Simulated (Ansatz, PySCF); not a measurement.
Breaking the Ga1–H6 bond in GaGeH5 (SMILES [GaH2][GeH3]) (multiplicity 1 held, fragments rigid). Energies count from the point at 1.575 Å.
Geometry at that point (charge 0, multiplicity 1):
```
atom    x (Å)    y (Å)    z (Å)
----  -------  -------  -------
Ga    -1.2304  -0.0777  -0.2920
Ge     1.1573   0.0702   0.2737
H      1.9820  -1.1429  -0.1997
H      1.7871   1.3290  -0.3615
H      1.3593   0.1998   1.7986
H     -2.2172   1.0451   0.2026
H     -1.8013  -1.2698  -1.1461
```

Restricted levels (R-, RO-) in cc, def2 and unpolarised 6-31G sets keep to the state of the molecule at rest. U- levels take the lowest unrestricted solution at each point, which mixes spins at long bonds. Active spaces are followed from a long bond inwards. Curves can end on different states.

Correlated levels freeze the cores. Filled d and f shells under p-block atoms count as core. Rows in 3-21G, LANL2DZ carry no dispersion term and start afresh at each structure; the Pople sets are all-electron and without relativity. LANL2DZ brings its own core potentials from Na on.

The values were computed with Ansatz (an electronic-structure program); PySCF for 3-21G rows, LANL2DZ rows. Values without a source in brackets are computed.

| level | energy at R = 5.038 Å (kcal/mol) |
|---|---|
| R-HF/3-21G | 157.09 |
| U-HF/LANL2DZ | 61.75 |
| U-HF/cc-pVTZ | 62.68 |
| R-PBE/cc-pVTZ | … |
| R-MP2/cc-pVTZ | … |
| U-MP2/cc-pVTZ | 78.10 |
| U-CCSD(T)/cc-pVTZ | 80.75 |
| SC-NEVPT2 on CASSCF(2,2)/cc-pVTZ | 77.72 |
| FIC-MRCISD on CASSCF(2,2)/cc-pVTZ | 80.27 |

Problem. Complete the blanks.

Solution. 
- R-PBE/cc-pVTZ, energy at R = 5.038 Å (kcal/mol): 100.55
- R-MP2/cc-pVTZ, energy at R = 5.038 Å (kcal/mol): 114.70

Doubts at one or more of the structures used: a restricted determinant that unrestricted orbitals would lower (R-HF/3-21G, R-PBE/cc-pVTZ, R-MP2/cc-pVTZ); a spin-contaminated determinant (U-HF/LANL2DZ, U-HF/cc-pVTZ, U-MP2/cc-pVTZ, U-CCSD(T)/cc-pVTZ).
